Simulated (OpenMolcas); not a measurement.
A calculation on W3+.

* Program: OpenMolcas
* Method: XMS-CASPT2, IPEA 0.25 Eh, imaginary shift 0.1 Eh (closed shells correlated: 5s 5p)
* Basis: ANO-RCC-VTZP [8s7p5d3f2g1h]
* Scalar Hamiltonian: DKH2, point nucleus
* Active space: 3 electrons in 10 orbitals (5d 6d)
* State averaging: 2S+1 = 4 even, 10 roots; 2S+1 = 2 even, 40 roots
* Spin-orbit coupling: RASSI with atomic mean-field integrals over the reference wave functions, term energies averaged over their components

**Question.** Which level of the active space comes out lowest?

**Answer.** 5d3 4F 3/2, with 88 % of that term; it is also the measured ground level.

**Question.** How high does 5d3 4F 7/2 lie?

**Answer.** 6980 cm-1 above the lowest level; measured 6745 cm-1 above the ground level, so the calculation is off by +3 %.

**Question.** How high does 5d3 4F 5/2 lie?

**Answer.** 3640 cm-1 above the lowest level; measured 3537 cm-1 above the ground level, so the calculation is off by +3 %.

**Question.** How high does 5d3 2D 5/2(1) lie?

**Answer.** 24910 cm-1 above the lowest level; measured 22766 cm-1 above the ground level, so the calculation is off by +9 %.

**Question.** The level at 10470 cm-1 has J = 3/2. What is it made of, and what is its g factor?

**Answer.** 43 % 5d3 2P 3/2, 40 % 5d3 4P, 11 % 5d3 2D(1); g = 1.383, against 1.334 from Landé's formula for the pure leading term.

Measured values: the list in J. Phys. B 45, 035001 (2012).

CASPT2 does not keep the components of a term degenerate, so their means are used; among the terms shown or strongly mixed into the levels shown the widest spread is 710 cm-1 (5d3 4F). Over all roots computed the reference weight is 0.90 to 0.96; the roots of lowest weight are the least certain, and an intruder state may touch them. Active for correlation alone: 6d; no level in the range computed is led by a configuration that fills it, so any true level of that kind is missing. Computed and measured levels are paired by configuration, term and J; levels that our copy of the source lacks, or whose pairing is in doubt (as where it misses far off the trend of its configuration), stay unpaired and out of the deviations. Levels of configurations outside the active space are missing.

A number in round brackets counts repeated terms of one configuration in the order of the reference energies.
